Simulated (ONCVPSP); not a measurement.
# What one change does to a pseudopotential (silver (Ag), ONCV)

Ag (Z = 47), optimised norm-conserving Vanderbilt (ONCV), made with ONCVPSP 4.0.1 (PBE, fully relativistic). Core [Ar] 3d10, reference 4s2 4p6 4d10 5s1. Waves: 4s+5s: rc 1.35 bohr, ncon 4, nbas 7, qcut 9.5 1/bohr, 2 projectors; 4p: rc 1.35 bohr, ncon 4, nbas 8, qcut 12.4 1/bohr, 2 projectors, debl 2.4 Ha; 4d: rc 1.30 bohr, ncon 4, nbas 8, qcut 8.8 1/bohr, 2 projectors, debl 0.4 Ha. Local part: polynomial inside 1.15 bohr (lpopt 5, dvloc0 3 Ha). Core correction: none.

Open shells are filled in proportion to 2j + 1.

All-electron outer shells of the reference configuration (PBE, scalar-relativistic, ld1.x):

| shell | level (eV) | outermost node (bohr) | outermost maximum (bohr) |
| --- | --- | --- | --- |
| 3d | -358.48 | – | 0.27 |
| 4s | -95.05 | 0.44 | 0.82 |
| 4p | -58.57 | 0.44 | 0.87 |
| 4d | -7.44 | 0.43 | 1.04 |
| 5s | -4.40 | 1.11 | 2.49 |

Change: s: rc 1.98.

Cutoffs: the cutoffs (Ha) at which the residual kinetic energy of the hardest occupied pseudo-wave falls to 1 and 0.1 mHa per electron; they do not see the model core or the augmentation charge, which bear on the density cutoff. Errors are all-electron minus pseudo energies relative to the spin-unpolarised reference configuration.

Question: How do hardness, ghosts and transferability respond?

Answer: The potential gets neither clearly harder nor softer (43 Ha and 52 Ha → 43 Ha and 52 Ha); the p channel sets the loose cutoff, while the largest relative change is in s, which becomes softer; the errors of the 4 common tests hardly move; neither file shows a bound ghost.

| quantity | base | changed |
| --- | --- | --- |
| cutoff, loose | 43 Ha | 43 Ha |
| cutoff, tight | 52 Ha | 52 Ha |
| loose cutoff by channel | s 33 Ha, p 43 Ha, d 32 Ha | s 18 Ha, p 43 Ha, d 32 Ha |
| bound ghosts | none | none |
| GHOST(+) flags under 300 eV | none | none |
| error for 4s2 4p6 4d10 5s0, meV [ΔE 7.76 eV] | +0.2 | -0.3 |
| error for 4s2 4p6 4d9 5s0, meV [ΔE 29.87 eV] | +1.6 | +1.4 |
| error for 4s2 4p6 4d8 5s0, meV [ΔE 66.07 eV] | +4.8 | +5.2 |
| error for 4s2 4p6 4d10 5s0 5p1, meV [ΔE 3.86 eV] | +0.1 | -0.3 |
| p3/2: phases at 1.37 bohr within 0.05 rad from the reference energy up to (Ha; the scan ends near 5) | to the end of the scan | to the end of the scan |
| p1/2: phases at 1.37 bohr within 0.05 rad from the reference energy up to (Ha; the scan ends near 5) | to the end of the scan | to the end of the scan |
| d5/2: phases at 1.32 bohr within 0.05 rad from the reference energy up to (Ha; the scan ends near 5) | to the end of the scan | to the end of the scan |
| d3/2: phases at 1.32 bohr within 0.05 rad from the reference energy up to (Ha; the scan ends near 5) | to the end of the scan | to the end of the scan |

Base: These tests converged, but a pseudo level misses the all-electron one widely, so the file describes the atom poorly there or has found another state: 4s2 4p6 4d10 5s0 5p1: empty 5s by 5.5 eV. Changed file: These tests converged, but a pseudo level misses the all-electron one widely, so the file describes the atom poorly there or has found another state: 4s2 4p6 4d10 5s0 5p1: empty 5s by 5.5 eV.
